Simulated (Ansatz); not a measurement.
Reaction (formal exchange of groups at the Si–C bond): `C#CC[SiH2]F` + `NBOCCF` → `NBOC[SiH2]F` + `C#CCCF`

Program: Ansatz. Geometries: PBE0-D4/def2-TZVP. ΔE: electronic, gas phase. CBS: MP2 limit from def2 TZ/QZ plus the TZ coupled-cluster correction, frozen cores. DFT in def2-TZVPP. Each species was taken in one conformer, which may not be the lowest.

`C#CC[SiH2]F`:

```xyz
10

C     0.987   -1.525    1.474
C     0.492   -0.501    1.089
C    -0.113    0.688    0.532
Si   -0.484    0.342   -1.276
F    -1.157    1.645   -1.921
H     1.428   -2.422    1.841
H     0.560    1.548    0.612
H    -1.039    0.943    1.056
H     0.770    0.060   -2.011
H    -1.444   -0.779   -1.396
```

`NBOCCF`:

Cartesian coordinates in Å:
```
N 1.774 0.248 1.879
B 0.512 0.135 1.291
O 0.387 -0.588 0.137
C -0.838 -0.658 -0.544
C -0.815 0.179 -1.792
F -0.775 1.522 -1.470
H 1.929 0.757 2.728
H 2.602 -0.157 1.475
H -0.445 0.646 1.804
H -1.664 -0.332 0.099
H -1.018 -1.700 -0.833
H -1.718 -0.002 -2.384
H 0.070 -0.048 -2.392
```

`NBOC[SiH2]F`:

```xyz
13

N    -1.674   -0.089    1.715
B    -0.658   -0.989    1.373
O     0.218   -0.771    0.342
C     0.139    0.404   -0.447
Si    1.533    0.270   -1.699
F     1.503    1.578   -2.627
H    -1.851    0.781    1.244
H    -2.303   -0.273    2.476
H    -0.519   -2.004    1.989
H    -0.832    0.480   -0.955
H     0.257    1.308    0.167
H     2.845    0.221   -1.012
H     1.343   -0.916   -2.566
```

`C#CCCF`:

```xyz
10

C    -0.282    1.248   -1.904
C     0.007    0.851   -0.809
C     0.357    0.351    0.509
C    -0.065   -1.087    0.740
F    -1.439   -1.187    0.754
H    -0.543    1.602   -2.873
H     1.442    0.413    0.649
H    -0.098    0.982    1.279
H     0.307   -1.435    1.708
H     0.314   -1.738   -0.052
```

```json
{"species": "`C#CC[SiH2]F`", "ωB97M-V energy (Eh)": "-506.65954"}
{"species": "`NBOCCF`", "ωB97M-V energy (Eh)": "-335.19296"}
{"species": "`NBOC[SiH2]F`", "ωB97M-V energy (Eh)": "-586.63283"}
{"species": "`C#CCCF`", "ωB97M-V energy (Eh)": "-255.20608"}
```

**Question.** Work out ΔE.

**Answer.** ΔE = (-586.63283) + (-255.20608) − (-506.65954) − (-335.19296) = 0.01359 Eh = +35.7 kJ/mol. CCSD(T)/CBS gives +33.3 kJ/mol.

Largest T1 diagnostic among the species: 0.012.
